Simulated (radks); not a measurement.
I III, 51 electrons, occupied as [Kr] 4d10 5s2 5p3 (the NIST ground configuration).

All-electron calculation, non-relativistic Kohn-Sham, PBE, spin-polarised, spherical densities, point nucleus; open shells are filled with parallel spins first (spin-orbit coupling, left out, can overturn this in heavy ions); relativity is left out, which matters for an element this heavy. Program: a radial shooting solver on a logarithmic mesh with Libxc functionals.

Energy parts (hartree):
total: -6918.96158
kinetic: 6916.48426
electron-nucleus: -16388.29832
Hartree: 2728.23882
exchange-correlation: -175.38634

Orbitals (lengths in bohr, moments of r in powers of bohr; r(90%) holds 90 % of the orbital's charge):
\begin{tabular}{lrrr}
orbital & occ. & eigenvalue (hartree) & r(90%) \\ \hline
1s up & 1 & -1163.769 & 0.0510 \\
1s down & 1 & -1163.765 & 0.0510 \\
2s up & 1 & -175.9638 & 0.190 \\
2s down & 1 & -175.9620 & 0.190 \\
2p up & 3 & -165.4033 & 0.170 \\
2p down & 3 & -165.3998 & 0.170 \\
3s up & 1 & -36.02908 & 0.480 \\
3s down & 1 & -36.02550 & 0.480 \\
3p up & 3 & -31.58905 & 0.476 \\
3p down & 3 & -31.58490 & 0.476 \\
3d up & 5 & -23.33750 & 0.453 \\
3d down & 5 & -23.33358 & 0.453 \\
4s up & 1 & -6.87543 & 1.11 \\
4s down & 1 & -6.86658 & 1.11 \\
4p up & 3 & -5.32254 & 1.18 \\
4p down & 3 & -5.31300 & 1.17 \\
4d up & 5 & -2.67704 & 1.39 \\
4d down & 5 & -2.66247 & 1.38 \\
5s up & 1 & -1.29632 & 2.80 \\
5s down & 1 & -1.20385 & 2.81 \\
5p up & 3 & -0.93339 & 3.21 \\
5p down & 0 & -0.83865 & 3.28 \\
\end{tabular}

The highest occupied level is 5p up at -25.399 eV. The density falls to 0.001 e/bohr^3 at r = 3.93 bohr.
